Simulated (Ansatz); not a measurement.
`OB(O)CCCCc1ccc(/N=N/c2ccccc2)cc1`. Total charge 0; singlet. Geometry PBE-D4/def2-SVP; atoms count from 1.

```xyz
40

O    -1.714    7.095    2.527
B    -1.796    5.942    3.278
O    -2.408    5.875    4.511
C    -1.172    4.621    2.670
C    -1.839    4.208    1.343
C    -1.231    2.971    0.670
C    -1.393    1.666    1.475
C    -0.881    0.458    0.732
C     0.470    0.051    0.848
C     0.967   -1.032    0.125
C     0.112   -1.745   -0.750
N     0.505   -2.854   -1.527
N     1.717   -3.202   -1.399
C     2.103   -4.311   -2.186
C     1.238   -5.004   -3.066
C     1.723   -6.088   -3.801
C     3.066   -6.493   -3.672
C     3.926   -5.808   -2.799
C     3.448   -4.719   -2.059
C    -1.236   -1.347   -0.876
C    -1.721   -0.259   -0.145
H    -2.129    7.874    2.937
H    -2.783    6.719    4.820
H    -1.239    3.806    3.419
H    -0.088    4.798    2.485
H    -2.924    4.022    1.515
H    -1.789    5.061    0.634
H    -0.149    3.142    0.473
H    -1.700    2.827   -0.328
H    -2.470    1.526    1.714
H    -0.862    1.757    2.445
H     1.136    0.602    1.533
H     2.011   -1.365    0.209
H     0.197   -4.658   -3.141
H     1.052   -6.629   -4.487
H     3.440   -7.348   -4.256
H     4.976   -6.124   -2.698
H     4.091   -4.156   -1.367
H    -1.879   -1.921   -1.559
H    -2.776    0.042   -0.247
```

Single mean-field runs in def2-TZVP are fitted with def2-universal-jkfit.

Q: Estimate the Mulliken populations of the heavy atoms from the PBE0/def2-TZVP orbitals of Ansatz.

A: 
```json
{"atom": "O1", "charge (e)": "-0.43"}
{"atom": "B2", "charge (e)": "0.31"}
{"atom": "O3", "charge (e)": "-0.42"}
{"atom": "C4", "charge (e)": "-0.34"}
{"atom": "C5", "charge (e)": "-0.19"}
{"atom": "C6", "charge (e)": "-0.20"}
{"atom": "C7", "charge (e)": "-0.29"}
{"atom": "C8", "charge (e)": "0.28"}
{"atom": "C9", "charge (e)": "-0.22"}
{"atom": "C10", "charge (e)": "-0.17"}
{"atom": "C11", "charge (e)": "0.12"}
{"atom": "N12", "charge (e)": "-0.05"}
{"atom": "N13", "charge (e)": "-0.05"}
{"atom": "C14", "charge (e)": "0.13"}
{"atom": "C15", "charge (e)": "-0.19"}
{"atom": "C16", "charge (e)": "-0.11"}
{"atom": "C17", "charge (e)": "-0.11"}
{"atom": "C18", "charge (e)": "-0.10"}
{"atom": "C19", "charge (e)": "-0.21"}
{"atom": "C20", "charge (e)": "-0.19"}
{"atom": "C21", "charge (e)": "-0.21"}
```
Mulliken values depend strongly on the basis.

Q: And the Mayer bond orders between heavy atoms (over 0.3)?

A: O1–B2 1.34 (1.38 Å); B2–O3 1.35 (1.38 Å); B2–C4 1.00 (1.58 Å); C4–C5 1.00 (1.54 Å); C5–C6 0.99 (1.53 Å); C6–C7 0.99 (1.54 Å); C7–C8 0.89 (1.51 Å); C8–C9 1.33 (1.42 Å); C8–C21 1.36 (1.41 Å); C9–C10 1.43 (1.39 Å); C10–C11 1.35 (1.42 Å); C11–N12 1.19 (1.41 Å); C11–C20 1.40 (1.41 Å); N12–N13 1.50 (1.27 Å); N13–C14 1.18 (1.41 Å); C14–C15 1.37 (1.42 Å); C14–C19 1.42 (1.41 Å); C15–C16 1.43 (1.40 Å); C16–C17 1.39 (1.41 Å); C17–C18 1.42 (1.40 Å); C18–C19 1.42 (1.40 Å); C20–C21 1.42 (1.40 Å).
